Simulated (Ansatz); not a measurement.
boroxine cation (B3H3O3), SMILES B1OBOBO1 (connectivity only; charge and spin as stated), charge +1, multiplicity 2.

The structure is a stationary point at B3LYP-D3(BJ)/def2-SVP. The multiplicity is an assumed one; no other spin state was optimised.

Two levels are set side by side: PBE/def2-SVPD (Ansatz, a first-principles code) and CAM-B3LYP/def2-SVPD (Ansatz). Energy differences of separate SCF runs at the same geometry; the states with an electron removed or added have multiplicity 3 and 1. Differences are taken from unrounded values.

```json
[
 {"quantity": "vertical ionisation energy (eV)", "CAM-B3LYP": "18.60", "PBE": "17.71", "PBE minus CAM-B3LYP": "-0.89"},
 {"quantity": "vertical electron affinity (eV)", "CAM-B3LYP": "11.38", "PBE": "10.55", "PBE minus CAM-B3LYP": "-0.83"}
]
```
